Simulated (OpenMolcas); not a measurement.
Ta3+ (d2) among equal point charges was computed by CASSCF with the d shell active (OpenMolcas, ANO-RCC-VDZP on the metal). Its lowest spin-free states, and all those of the highest spin:

```json
{"2S+1": "3", "Degeneracy": "2", "E (cm-1)": "0.0"}
{"2S+1": "3", "Degeneracy": "1", "E (cm-1)": "3060"}
{"2S+1": "3", "Degeneracy": "1", "E (cm-1)": "4631"}
{"2S+1": "1", "Degeneracy": "1", "E (cm-1)": "7044"}
{"2S+1": "1", "Degeneracy": "1", "E (cm-1)": "7279"}
{"2S+1": "1", "Degeneracy": "2", "E (cm-1)": "10189"}
{"2S+1": "1", "Degeneracy": "1", "E (cm-1)": "10712"}
{"2S+1": "3", "Degeneracy": "2", "E (cm-1)": "12156"}
{"2S+1": "3", "Degeneracy": "1", "E (cm-1)": "12752"}
{"2S+1": "1", "Degeneracy": "1", "E (cm-1)": "16071"}
{"2S+1": "1", "Degeneracy": "1", "E (cm-1)": "20216"}
{"2S+1": "1", "Degeneracy": "1", "E (cm-1)": "21115"}
{"2S+1": "3", "Degeneracy": "2", "E (cm-1)": "21868"}
{"2S+1": "3", "Degeneracy": "1", "E (cm-1)": "36219"}
```

Q: Is the site octahedral, tetrahedral or cube-like, axial, or of lower symmetry?

A: The states with 2S+1 = 3 have orbital degeneracies 2, 1, 1, 2, 1, 2, 1. There are pairs but no triples, so the site is axial: not cubic, but with a proper or improper axis of order three or more. The run had Ta3+ among 4 point charges of -1 e arranged as a square (D4h), 2.16 Å from the ion.

An orbital doublet at a regular site is open to a Jahn-Teller distortion, which this geometry leaves out. Without dynamic correlation the repulsion within the d shell is too large (B by tens of per cent), so at a given field states of lower spin stand too high. Point charges carry no covalency, so the field is a model and not that of real ligands. No measured value stands beside these numbers.
